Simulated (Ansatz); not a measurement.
One change: `FCOC(F)[SiH3]` becomes `OC(F)[SiH3]`.

Ansatz, PBE0-D4/def2-TZVP geometries, multiplicity 1. Each molecule was computed in one conformer, which needn't be the lowest.

```tsv
property	`FCOC(F)[SiH3]`
HOMO energy (PBE0/def2-TZVPP) / eV	-8.72
LUMO energy (PBE0/def2-TZVPP) / eV	0.46
HOMO–LUMO gap (ωB97M-V/def2-TZVPP) / eV	13.09
HOMO energy (B3LYP/def2-TZVPP) / eV	-8.51
size of the dipole moment (ωB97M-V/def2-TZVPP) / D	0.17
size of the dipole moment (PBE/def2-TZVPP) / D	0.17
```

(1) Give the same properties after the change, and the shifts. (Estimate.)

Results:

(1) The calculation gave: 
```
                                          property  `OC(F)[SiH3]`  shift
                HOMO energy (PBE0/def2-TZVPP) / eV          -8.50   0.22
                LUMO energy (PBE0/def2-TZVPP) / eV           0.48   0.02
           HOMO–LUMO gap (ωB97M-V/def2-TZVPP) / eV          12.86  -0.23
               HOMO energy (B3LYP/def2-TZVPP) / eV          -8.30   0.21
size of the dipole moment (ωB97M-V/def2-TZVPP) / D           1.75   1.58
    size of the dipole moment (PBE/def2-TZVPP) / D           1.69   1.52
```

Dipoles are sizes alone; their direction can turn.

B3LYP here is the variant with VWN-RPA as its local correlation; programs differ in this.
